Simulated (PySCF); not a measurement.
Si(F)2(Me)2 (C₂H₆F₂Si), SMILES F[Si](C)(C)F. Geometry optimised at ωB97X-D3(BJ)/def2-SVP.

Q: Give the equilibrium geometry at ωB97X-D3(BJ)/def2-SVP (PySCF confirms it by a frequency run) as a Z-matrix, and its point group. (Estimate from the structure and the level; the computed values follow.)

A: point group C2v.
```
Si
F 1 1.6259
F 1 1.6259 2 105.65
C 1 1.8514 2 108.84 3 116.74
H 4 1.1011 1 110.74 2 -57.34
H 4 1.1016 5 108.16 1 -121.54
H 4 1.1016 5 108.16 6 -116.92
C 1 1.8514 2 108.84 3 -116.74
H 8 1.1011 1 110.74 2 57.34
H 8 1.1016 9 108.16 1 121.54
H 8 1.1016 9 108.16 10 116.92
```
Charge 0, spin multiplicity 1.
